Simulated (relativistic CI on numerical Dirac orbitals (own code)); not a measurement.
Radial Dirac CI calculation of Te+.

Command:

```sh
python run_levels.py task.json out
```

Input:

```
atom Te  Z=52  charge=1  electrons=51
nucleus A=130  rms_radius_fm=4.7423
hamiltonian dirac-coulomb  breit=off  qed=on  c_scale=1
orbitals kli  potential=per-configuration
slater_scale 1
correlation none
mixing on
grid step=0.0125 r_max=100.6
scf mixing=0.4 start=green max_iterations=150 tolerance=2e-08 node_fill=0.05
configurations
  [Kr] 4d10 5s2 5p3
end
```

Output:

```
SCF 1: [Kr] 4d10 5s2 5p3
 iter      energy (Ha)   residual   last orbital (Ha)
    1     -6786.665215   1.33e+00     -0.80064
    2     -6792.605080   4.95e-01     -0.63233
    3     -6793.283899   1.60e-01     -0.61013
    4     -6793.351128   2.05e-02     -0.63289
    5     -6793.350168   1.01e-02     -0.62743
    6     -6793.350552   4.22e-03     -0.62844
    7     -6793.350932   4.72e-04     -0.63016
    8     -6793.350898   1.73e-05     -0.63001
    9     -6793.350902   7.31e-06     -0.63001
   10     -6793.350901   2.78e-07     -0.63001
   11     -6793.350901   7.47e-09     -0.63001
orbital energies (Ha): 4s -6.4959  4p1/2 -4.9090  4p3/2 -4.5576  4d3/2 -2.0275  4d5/2 -1.9745  5s -0.9917  5p1/2 -0.6625  5p3/2 -0.6300
configuration averages (Ha): Dirac-Coulomb, Breit, QED
  5p3                          -6793.350902    0.000000    3.375684
levels: no., configuration, term, J, E (cm-1), weight
   1 5p3                    4S*  3/2              0.0  0.96
   2 5p3                    2D*  3/2          13987.5  0.86
   3 5p3                    2D*  5/2          16099.7  1.00
   4 5p3                    2P*  1/2          26055.8  1.00
   5 5p3                    2P*  3/2          29329.1  0.84
lowest total energy -6790.048569 Ha
end: converged
```

Against the reference input this run has: Breit term off. The reference run ends at -6784.986202 Ha with Breit and QED terms.

With so few configurations and no correlation, terms lie too far apart (by 10 to 50 % or more near neutrality), their order can be wrong, and levels of other configurations are missing.
